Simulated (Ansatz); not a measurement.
One change: `COCCOC=O` becomes `NCOC=O`.

Ansatz, PBE0-D4/def2-TZVP geometries, multiplicity 1. Each molecule was computed in one conformer, which needn't be the lowest.

```csv
property,`COCCOC=O`
size of the dipole moment (ωB97M-V/def2-TZVPP) / D,2.02
HOMO energy (PBE0/def2-TZVPP) / eV,-7.59
LUMO energy (B3LYP/def2-TZVPP) / eV,-0.20
HOMO–LUMO gap (B3LYP/def2-TZVPP) / eV,7.17
LUMO energy (PBE0/def2-TZVPP) / eV,0.12
size of the dipole moment (PBE/def2-TZVPP) / D,2.00
```

Q: Give the same properties after the change, and the shifts. (Best estimate.)

A: Ansatz gave: 
| property | `NCOC=O` | shift |
| --- | --- | --- |
| size of the dipole moment (ωB97M-V/def2-TZVPP) / D | 2.61 | 0.59 |
| HOMO energy (PBE0/def2-TZVPP) / eV | -7.71 | -0.12 |
| LUMO energy (B3LYP/def2-TZVPP) / eV | -0.15 | 0.05 |
| HOMO–LUMO gap (B3LYP/def2-TZVPP) / eV | 7.32 | 0.15 |
| LUMO energy (PBE0/def2-TZVPP) / eV | 0.17 | 0.05 |
| size of the dipole moment (PBE/def2-TZVPP) / D | 2.61 | 0.61 |

With PBE0 the HOMO falls by 0.12 eV and the LUMO rises by 0.05 eV, so the gap widens by about 0.17 eV. PBE moves the HOMO by -0.10 eV and ωB97M-V by -0.12 eV. Dipoles are sizes alone; their direction can turn.

B3LYP here is the variant with VWN-RPA as its local correlation; programs differ in this.
